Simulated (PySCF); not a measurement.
**How methods differ on the ionisation energy of Ar(2+)**

Ar(2+) [Ne] 3s2 3p4 (3P) → Ar(3+) [Ne] 3s2 3p3 (4S), as a difference of total energies. Computed with PySCF 2.14 in x2c-TZVPall (5s5p2d1f, 37 functions), with scalar relativity by spin-free X2C-1e. Correlated levels: valence: [Ne] frozen. The calculations carry no spin-orbit coupling.

```
           method  ionisation energy (eV)  difference from reference (eV)
              UHF                  39.360                          -1.375
             PBE0                  40.713                          -0.022
             TPSS                  40.790                          +0.055
    MP2 (valence)                  40.142                          -0.593
SCS-MP2 (valence)                  40.224                          -0.511
   CCSD (valence)                  40.252                          -0.483
CCSD(T) (valence)                  40.279                          -0.456
```

Reference: 40.735 ± 0.012 eV (semi-empirical (NIST evaluation); NIST Atomic Spectra Database, ionization energies).

The reference lies between the lowest fine-structure levels, while these numbers refer to the centres of the terms.

Errors of the correlated levels include the incompleteness of this basis and the frozen core.
